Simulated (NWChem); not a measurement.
Species: C₂H₂F₃, doublet; SMILES [C](F)(CF)F

```xyz
7

F     -1.4588     0.0895     0.9811
C     -1.0314    -0.2038    -0.3178
C      0.4409    -0.0751    -0.4762
F      0.9596     1.1531    -0.3931
F      1.2033    -0.9613     0.1701
H     -1.3248    -1.2462    -0.5656
H     -1.5280     0.4941    -1.0251
```
Atoms are numbered in this order, from 1.

All runs: NWChem. Pople sets run with spherical d functions. Spin-unrestricted. Coordinates come from a PBE-D3(BJ)/def2-SVP, spin-unrestricted optimisation. No stability test was run on the SCF state. Level: PBE0/6-31G* with SMD (1 M gas to 1 M solution), gas-phase geometry. Reactions with the solvent are ignored.

```csv
solvent,dielectric constant,solvation free energy (kcal/mol),cavity-dispersion-structure term (kcal/mol),dipole in solution (D)
water,78.4,___,___,2.42
anisole,4.22,-1.4,1.4,2.29
toluene,2.37,-1.3,0.9,2.19
cyclohexanone,15.6,-1.8,1.8,2.39
acetone,20.5,-2.5,1.2,2.40
n-hexane,1.88,-1.1,0.6,2.14
```

Question: Some entries are withheld; supply them.

Answer: 
- water, solvation free energy (kcal/mol): 0.5
- water, cavity-dispersion-structure term (kcal/mol): 4.4
